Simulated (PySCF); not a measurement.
# Multinuclear NMR of C4H7NO2

Atom-mapped SMILES (the numbers label the heavy atoms): `[CH3:1][NH:2][C:3](=[O:4])[CH2:5][CH:6]=[O:7]`; H(Xn) means a hydrogen on atom n.

[PySCF 2.14.0 with density-fitted response routines: NMR shieldings at PBE0/pcSseg-1/GIAO; coordinates at the GFN2-xTB level; one computed conformer; relativity neglected; one averaged value for each set of equivalent atoms; gas phase]

Question: Predict the ¹⁵N NMR data.

Answer: 
```csv
atoms,environment,σ (ppm),δ (ppm)
N2,amide-type nitrogen,148.4,-284.8
```

Shieldings were converted by a linear fit to measured shifts: ¹⁵N (scatter 6.3 ppm rms vs CH3NO2, solution or neat liquid). A few per cent of atoms miss by over 2 rms, more outside the fitted compound classes.

On a 600 MHz spectrometer ¹⁵N resonates near 60.8 MHz, so 1 ppm is 60.8 Hz.

Question: Where does ¹⁷O resonate?

Answer: 
```json
{"atoms": "O7", "environment": "aldehyde oxygen", "σ (ppm)": "-356.0", "δ (ppm)": "591.0"}
{"atoms": "O4", "environment": "amide-type carbonyl oxygen", "σ (ppm)": "-77.8", "δ (ppm)": "337.5"}
```

Shieldings were converted by a linear fit to measured shifts: ¹⁷O: δ = 266.70 − 0.911σ (rms 10.7 ppm, 155 shifts, 12.2 ppm with the 3 outliers that the fit left out vs liquid water, solution or neat liquid). A few per cent of atoms miss by over 2 rms, more outside the fitted compound classes.

On a 400 MHz spectrometer ¹⁷O resonates near 54.2 MHz, so 1 ppm is 54.2 Hz.

Hydrogen bonding in solution shields acid and N–H amide carbonyl oxygens by tens of ppm.
